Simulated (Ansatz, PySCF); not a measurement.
BGeH₅O. Atoms are numbered in the order given.

```xyz
8

O     -0.5132     1.0546     0.0000
Ge     0.0378    -0.6646     0.0000
H     -0.5506    -1.2935     1.2695
H     -0.5506    -1.2935    -1.2695
H      1.5751    -0.6758     0.0000
B      0.2519     2.1570     0.0000
H      1.4689     2.0752     0.0000
H     -0.3067     3.2339     0.0000
```

Geometry optimised at PBE0-D3(BJ)/def2-SVP.

Vertical ionisation energy (IE) and electron affinity (EA) in eV. Rows of orbital energies are one-electron estimates. Where ΔSCF, EOM or ADC give a negative EA the extra electron is unbound and the value depends on the basis.

| level | IE | EA |
|---|---|---|
| −ε(HOMO), −ε(LUMO), r2SCAN/def2-TZVPD (PySCF) | 6.99 | 0.94 |
| −ε(HOMO), −ε(LUMO), PBE/def2-TZVPD (PySCF) | 6.70 | 1.38 |
| ΔSCF, PBE0/def2-SVPD (Ansatz), final states of multiplicity 2 and 2 | 10.50 | -1.15 |
| ΔSCF, PBE/def2-SVPD (Ansatz), final states of multiplicity 2 and 2 | 10.18 | -0.92 |

Task: What vertical singlet–triplet gap does ΔSCF give with PBE0/def2-SVPD (Ansatz, an electronic-structure program) and with PBE/def2-SVPD (Ansatz)? (The exact figures need the calculation; the answer reports its results.)

Result: 5.29 and 5.01 eV (triplet above singlet where positive).
